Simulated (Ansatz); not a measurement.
System: sum formula AlNO₂H₄ (charge 0, singlet). 
Structure (B3LYP-D3(BJ)/def2-TZVP (Ansatz, an electronic-structure program) minimum search):
```
Al
O 1 1.6957
H 2 0.9575 1 122.75
O 1 1.6989 2 118.86 3 0.00
H 4 0.9568 1 125.27 2 180.00
N 1 1.7629 2 117.55 3 180.00
H 6 1.0063 1 125.88 2 180.00
H 6 1.0075 7 110.53 1 180.00
```
Charge 0, spin multiplicity 1.

Wanted: vertical ionisation energy (to the doublet state of charge +1; each state is the SCF solution reached for its spin), in eV. Valence correlation only, unless marked. UHF or UKS for open shells. Spin-orbit coupling is left out. Non-relativistic. CBS marks a two-point X^-3 extrapolation of the correlation energy; Hartree-Fock from the larger set. [CCSD(T)-MP2]/basis is that difference in the basis named.

```json
[
 {"level": "SVWN5/def2-TZVPD", "program": "Ansatz", "vertical ionisation energy (eV)": "9.84"},
 {"level": "PBE/def2-TZVPD", "program": "Ansatz", "vertical ionisation energy (eV)": "9.57"},
 {"level": "B3LYP/def2-TZVPD", "program": "Ansatz", "vertical ionisation energy (eV)": "9.90"},
 {"level": "BHLYP/def2-TZVPD", "program": "Ansatz", "vertical ionisation energy (eV)": "(withheld)"},
 {"level": "wB97M-V/def2-TZVPD", "program": "Ansatz", "vertical ionisation energy (eV)": "10.04"},
 {"level": "SCS-MP2/aug-cc-pV(D+d)Z", "program": "Ansatz", "vertical ionisation energy (eV)": "9.96"},
 {"level": "RI-MP2/CBS(aug-cc-pV(T+d)Z,aug-cc-pV(Q+d)Z)+[CCSD(T)-MP2]/aug-cc-pV(T+d)Z", "program": "Ansatz", "vertical ionisation energy (eV)": "(withheld)"}
]
```

Q: Some entries are withheld; supply them.

A: 
- BHLYP/def2-TZVPD, vertical ionisation energy (eV): 9.78
- RI-MP2/CBS(aug-cc-pV(T+d)Z,aug-cc-pV(Q+d)Z)+[CCSD(T)-MP2]/aug-cc-pV(T+d)Z, vertical ionisation energy (eV): 10.15
